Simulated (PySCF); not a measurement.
A mixed set of molecules.

All values: PBE0/def2-SVPD (PySCF) at PBE0-D3(BJ)/def2-SVP geometries, gas phase, one conformer each. Core orbitals are frozen in the response; Δα² is half the sum of the squared differences of the principal polarisabilities. The calculation is non-relativistic, for germanium too.

Question: Rank by HOMO–LUMO gap, lowest first.
A. `B[C@@H]1CC[C@@H]1C`
B. `C1CC[C@@H]2CCC[C@H]2C1`
C. `CPC(C)=O`
D. `[CH3][Ge]([CH3])([CH3])[NH2]`

Answer: C (5.82 eV), A (6.84 eV), D (7.22 eV), B (8.94 eV).

Question: Rank by polarisability anisotropy Δα, highest first.
A. `[CH2:1]1[CH2:2][CH2:3][C@@H:4]2[CH2:5][CH2:6][CH2:7][C@H:8]2[CH2:9]1` with C9–C1–C2–C3 54°, C1–C2–C3–C4 -54°, C2–C3–C4–C5 175°, C3–C4–C5–C6 -160°
B. `[BH2:1][C@@H:2]1[CH2:3][CH2:4][C@@H:5]1[CH3:6]` with H–B1–C2–C3 -37° and 148°, B1–C2–C3–C4 -147°, C2–C3–C4–C5 14°, C3–C4–C5–C6 102°, B1–C2–C5–C4 146°
C. Ge(NH2)Me3 (`[CH3][Ge]([CH3])([CH3])[NH2]`)

Answer: A (3.41 Å³), B (2.22 Å³), C (0.67 Å³).

All values together:

```csv
SMILES,formula,μ (D),HOMO (eV),LUMO (eV),α (Å³),Δα (Å³),electrons,α per electron (Å³),ΔSCF removal energy (eV)
C1CC[C@@H]2CCC[C@H]2C1,C9H16,0.11,-8.09,0.85,15.02,3.41,70,0.215,9.81
B[C@@H]1CC[C@@H]1C,C5H11B,0.83,-8.07,-1.23,10.83,2.22,46,0.235,–
CPC(C)=O,C3H7OP,3.38,-6.77,-0.94,10.10,3.37,48,0.210,8.77
[CH3][Ge]([CH3])([CH3])[NH2],C3H11GeN,1.03,-6.93,0.29,11.41,0.67,68,0.168,–
```

Conformers: `[CH2:1]1[CH2:2][CH2:3][C@@H:4]2[CH2:5][CH2:6][CH2:7][C@H:8]2[CH2:9]1` with C9–C1–C2–C3 54°, C1–C2–C3–C4 -54°, C2–C3–C4–C5 175°, C3–C4–C5–C6 -160°; `[BH2:1][C@@H:2]1[CH2:3][CH2:4][C@@H:5]1[CH3:6]` with H–B1–C2–C3 -37° and 148°, B1–C2–C3–C4 -147°, C2–C3–C4–C5 14°, C3–C4–C5–C6 102°, B1–C2–C5–C4 146°; `[CH3:1][PH:2][C:3]([CH3:4])=[O:5]` with C1–P2–C3–C4 48°.

A dash marks a removal energy that wasn't run or isn't settled.
